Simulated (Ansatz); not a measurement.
Pulling on the C3–H4 bond in CH4Sn (SMILES [CH3][SnH]) (multiplicity 1 held, fragments rigid). Energies count from the point at 1.093 Å.
Geometry at that point (charge 0, multiplicity 1):
| atom | x (Å) | y (Å) | z (Å) |
|---|---|---|---|
| Sn | 0.0098 | 0.2505 | 0.2452 |
| H | -0.3459 | 1.4134 | -1.0648 |
| C | -0.0133 | -1.4564 | -1.1581 |
| H | 0.7372 | -1.2942 | -1.9360 |
| H | -0.9867 | -1.5032 | -1.6533 |
| H | 0.1836 | -2.4027 | -0.6567 |

Signs of static correlation in def2-SVP, with CASSCF(2,2), from Ansatz (a program for electronic structure) runs.

```json
[
 {"R (Å)": "0.874", "T1 of restricted CCSD": "0.012", "⟨S²⟩ of UHF": "0.143", "largest double amplitude of restricted CCSD": "0.084", "weight of the CASSCF reference in MRCISD": "0.903", "CASSCF natural occupations": "1.99 0.01"},
 {"R (Å)": "0.984", "T1 of restricted CCSD": "0.012", "⟨S²⟩ of UHF": "0.137", "largest double amplitude of restricted CCSD": "0.083", "weight of the CASSCF reference in MRCISD": "0.902", "CASSCF natural occupations": "1.99 0.01"},
 {"R (Å)": "1.093", "T1 of restricted CCSD": "0.012", "⟨S²⟩ of UHF": "0.130", "largest double amplitude of restricted CCSD": "0.083", "weight of the CASSCF reference in MRCISD": "0.902", "CASSCF natural occupations": "1.98 0.02"},
 {"R (Å)": "1.202", "T1 of restricted CCSD": "0.012", "⟨S²⟩ of UHF": "0.122", "largest double amplitude of restricted CCSD": "0.083", "weight of the CASSCF reference in MRCISD": "0.902", "CASSCF natural occupations": "1.98 0.02"},
 {"R (Å)": "1.312", "T1 of restricted CCSD": "0.013", "⟨S²⟩ of UHF": "0.113", "largest double amplitude of restricted CCSD": "0.082", "weight of the CASSCF reference in MRCISD": "0.901", "CASSCF natural occupations": "1.97 0.03"},
 {"R (Å)": "1.476", "T1 of restricted CCSD": "0.014", "⟨S²⟩ of UHF": "0.103", "largest double amplitude of restricted CCSD": "0.081", "weight of the CASSCF reference in MRCISD": "0.901", "CASSCF natural occupations": "1.95 0.05"},
 {"R (Å)": "1.640", "T1 of restricted CCSD": "0.015", "⟨S²⟩ of UHF": "0.167", "largest double amplitude of restricted CCSD": "0.080", "weight of the CASSCF reference in MRCISD": "0.901", "CASSCF natural occupations": "1.91 0.09"},
 {"R (Å)": "1.913", "T1 of restricted CCSD": "0.021", "⟨S²⟩ of UHF": "[?]", "largest double amplitude of restricted CCSD": "0.082", "weight of the CASSCF reference in MRCISD": "0.901", "CASSCF natural occupations": "1.83 0.17"},
 {"R (Å)": "2.186", "T1 of restricted CCSD": "0.030", "⟨S²⟩ of UHF": "1.021", "largest double amplitude of restricted CCSD": "0.117", "weight of the CASSCF reference in MRCISD": "0.900", "CASSCF natural occupations": "1.72 0.28"},
 {"R (Å)": "2.514", "T1 of restricted CCSD": "0.044", "⟨S²⟩ of UHF": "1.151", "largest double amplitude of restricted CCSD": "0.244", "weight of the CASSCF reference in MRCISD": "0.899", "CASSCF natural occupations": "1.54 0.46"},
 {"R (Å)": "2.951", "T1 of restricted CCSD": "0.065", "⟨S²⟩ of UHF": "1.212", "largest double amplitude of restricted CCSD": "[?]", "weight of the CASSCF reference in MRCISD": "0.899", "CASSCF natural occupations": "1.33 0.67"},
 {"R (Å)": "3.498", "T1 of restricted CCSD": "0.084", "⟨S²⟩ of UHF": "1.232", "largest double amplitude of restricted CCSD": "0.703", "weight of the CASSCF reference in MRCISD": "0.899", "CASSCF natural occupations": "1.15 0.85"}
]
```

### Question
Fill in the missing entries.

### Answer

- 1.913, ⟨S²⟩ of UHF: 0.759
- 2.951, largest double amplitude of restricted CCSD: 0.484

Doubts at one or more of the structures used: a restricted determinant that unrestricted orbitals would lower (R-CCSD(T)/def2-SVP); other coupled-cluster roots lie near (R-CCSD(T)/def2-SVP); T1 above 0.05 (R-CCSD(T)/def2-SVP, U-CCSD(T)/def2-SVP); a spin-contaminated determinant (U-CCSD(T)/def2-SVP); the program's own flag: large difference (U-CCSD(T)/def2-SVP).
